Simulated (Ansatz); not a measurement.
A made-up structure of LiZnHO₂, closed shell:

| atom | x (Å) | y (Å) | z (Å) |
| --- | --- | --- | --- |
| Li1 | 0.9740 | -2.3276 | 1.8425 |
| O2 | 0.5052 | -1.1300 | 0.8818 |
| Zn3 | 0.0490 | 0.1519 | -0.1818 |
| O4 | -0.3260 | 1.4669 | -1.3262 |
| H5 | 1.7894 | -2.7408 | 3.1434 |

It is relaxed with PBE-D4/def2-SVP and then PBE0-D4/def2-TZVP (Ansatz 0.2.0). Atoms count as bonded within 1.22 times the sum of their covalent radii (H–H: 0.88 Å). The end point is not checked to be a true minimum.

(1) Does its bonding change? (Judge from chemistry; the calculation decides.)

Results:

(1) Computed: Yes. Formed: Li1–Zn3, Li1–O4, O2–H5; broken: Li1–H5.

Where it ends: The first stage lowers the energy by 5.03 eV in 31 steps. It ends as LiZnHO₂ ([O]1[Li]2[OH][Zn]12):
| atom | x (Å) | y (Å) | z (Å) |
| --- | --- | --- | --- |
| Li1 | -0.1266 | -1.8557 | 0.2046 |
| O2 | 1.0883 | -1.2788 | 1.6863 |
| Zn3 | 0.7384 | 0.2463 | 0.6456 |
| O4 | -0.3288 | -0.2872 | -0.6458 |
| H5 | 1.6204 | -1.4042 | 2.4690 |

Labels in which every atom is bracketed show which atoms are joined, not bond orders.

For scale, one of the runs: PBE0-D4/def2-TZVP relaxation, 130 basis functions, launched by `ansatz run in.yaml --threads 2 --pin off --events-out ev --progress --plain --max-ram 4352MiB`. The run took about 22 s on 2 CPU threads of an Arm Neoverse V2 (shared host).
